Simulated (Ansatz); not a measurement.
Geometry optimisation, DFT PBE, scalar-relativistic, plane waves, PAW in Ansatz 0.2.0.

Input file:

```yaml
crystal:
  lattice:
    - [5.48, 0.0, 0.0]
    - [-4.11, 7.118729, 0.0]
    - [0.0, 0.0, 4.39496]
  atoms:
    - { symbol: Tc, position: [0.0, 0.0, 0.0] }
    - { symbol: Tc, position: [0.16666666, 0.22222222, 0.5] }
    - { symbol: Tc, position: [-1.0e-08, 0.33333332, 0.0] }
    - { symbol: Tc, position: [0.16666666, 0.55555554, 0.5] }
    - { symbol: Tc, position: [-1.0e-08, 0.66666665, 0.0] }
    - { symbol: Tc, position: [0.16666665, 0.88888887, 0.5] }
    - { symbol: Tc, position: [0.5, 0.0, 0.0] }
    - { symbol: Tc, position: [0.66666666, 0.22222222, 0.5] }
    - { symbol: Tc, position: [0.49999999, 0.33333332, 0.0] }
    - { symbol: Tc, position: [0.66666666, 0.55555554, 0.5] }
    - { symbol: Tc, position: [0.49999999, 0.66666665, 0.0] }
    - { symbol: Tc, position: [0.66666665, 0.88888887, 0.5] }
    - { symbol: "N", position: [0.82246388, 0.77307275, -0.24952346] }
basis:
  ecutwfc: 600.0
kpoints:
  mp_grid: { grid: [4, 3, 4] }
hamiltonian:
  xc: pbe
scf:
  occupations: { method: gaussian, width: 0.1 }
  lower_state_search: "off"
relax:
  f_tol: 0.03
  max_steps: 60
  adjacent_minimum: "off"
```

Command:

```bash
$ ansatz run input.yaml --threads 4 --pin off --max-ram 10240MiB --backend cpu --events-out ev --progress --plain --runs-dir out
```

**Question.** Where does it end, and by what steps?

**Answer.** The run converged. The force dipped under the threshold on the way, but the program's further checks kept it going. Limits of this set-up: coarse k mesh, odd electron count without spin. After 5 steps the energy has fallen by 1.013 eV; Tc11 moved furthest, 0.11 Å.

| step | energy less start (eV) | largest force component (eV/Å) | accepted |
| --- | --- | --- | --- |
| 0 | 0.0000 | 3.284 | yes |
| 1 | -0.9524 | 0.613 | yes |
| 2 | -1.0044 | 0.317 | yes |
| 3 | -1.0106 | 0.161 | yes |
| 4 | -1.0126 | 0.007 | yes |
| 5 | -1.0126 | 0.007 | yes |

```xyz
13
Lattice="5.4800 0.0000 0.0000 -4.1100 7.1187 0.0000 0.0000 0.0000 4.3950" Properties=species:S:1:pos:R:3
Tc 0.002 0.092 0.027
Tc -0.013 1.604 2.203
Tc -1.378 2.356 0.010
Tc -1.369 3.921 2.218
Tc -2.670 4.703 0.044
Tc -2.659 6.383 2.161
Tc 2.733 0.028 -0.020
Tc 2.741 1.594 2.188
Tc 1.377 2.345 -0.005
Tc 1.362 3.858 2.171
Tc -0.087 4.685 0.037
Tc -0.076 6.366 2.154
N 1.367 5.534 -1.099
```

Whether the end is a true minimum wasn't checked by a vibrational analysis.

The run took 110 s on 4 threads of Arm Neoverse V1 (shared host), peak memory 1.3 GiB.
